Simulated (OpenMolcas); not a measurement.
Computed levels of 4d³ in ions with 39 electrons, in cm-1 above ⁴F_3/2.

* Program: OpenMolcas 26.06
* Method: MS-RASPT2, IPEA 0.25 Eh, imaginary shift 0.1 Eh
* Basis: ANO-RCC-VQZP
* Scalar Hamiltonian: DKH2, point nucleus
* Spin-orbit coupling: state interaction with AMFI integrals over the reference wave functions, term energies averaged over their components

Active space for each ion: 9 electrons in 8 orbitals (RAS1 4p, at most 2 holes; RAS2 4d); closed shells correlated by CASPT2: 4s.

| Level | Tc4+ | Rh6+ | Pd7+ |
| --- | --- | --- | --- |
| ⁴F_5/2 | 1075 | 1851 | 2370 |
| ⁴F_7/2 | 2400 | 4040 | 5090 |
| ⁴F_9/2 | 3870 | 6350 | 7890 |
| ⁴P_3/2 | 12200 | 15060 | 16430 |
| ⁴P_1/2 | 12250 | 15300 | 16860 |
| ²G_7/2 | 13930 | 18030 | 20200 |
| ⁴P_5/2 | 13970 | 18130 | 20410 |
| ²G_9/2 | 14780 | 19110 | 21350 |
| ²P_1/2 | 17480 | 23140 | 26020 |

Estimate ⁴F_9/2, ⁴P_3/2, ⁴P_1/2 for Ru5+ from its neighbours Tc4+ and Rh6+.

⁴F_9/2 is fine structure, which grows about as the fourth power of a screened charge, so the fourth roots are averaged: ((3870^0.25 + 6350^0.25) / 2)^4 = 4995. The calculation gives 5030, so the estimate is off by -0.7 %.
⁴P_3/2 is another term, which grows about linearly with the charge: (12200 + 15060) / 2 = 13630. The calculation gives 13670, so the estimate is off by -0.3 %.
⁴P_1/2 is another term, which grows about linearly with the charge: (12250 + 15300) / 2 = 13775. The calculation gives 13790, so the estimate is off by -0.1 %.

Mixed levels, with the weight of the term that names them: Ru5+ ²G_9/2 (71 %), Rh6+ ²G_9/2 (65 %), Pd7+ ⁴P_3/2 (74 %), Pd7+ ²G_9/2 (59 %).

CASPT2 does not keep the components of a term degenerate, so their means are used; among the terms shown or strongly mixed into the levels shown the widest spread is 1600 cm-1 (4d³ ⁴F, Ru5+). Active for correlation alone: 4p; no level in the range computed is led by a configuration that opens it, so any true level of that kind is missing. The CASPT2 spread within a term exceeds the gap to the next term for 4d³ ²P and 4d³ ²H, so the order of their levels is uncertain (holds for Rh6+; Pd7+). Levels of configurations outside the active space are missing.
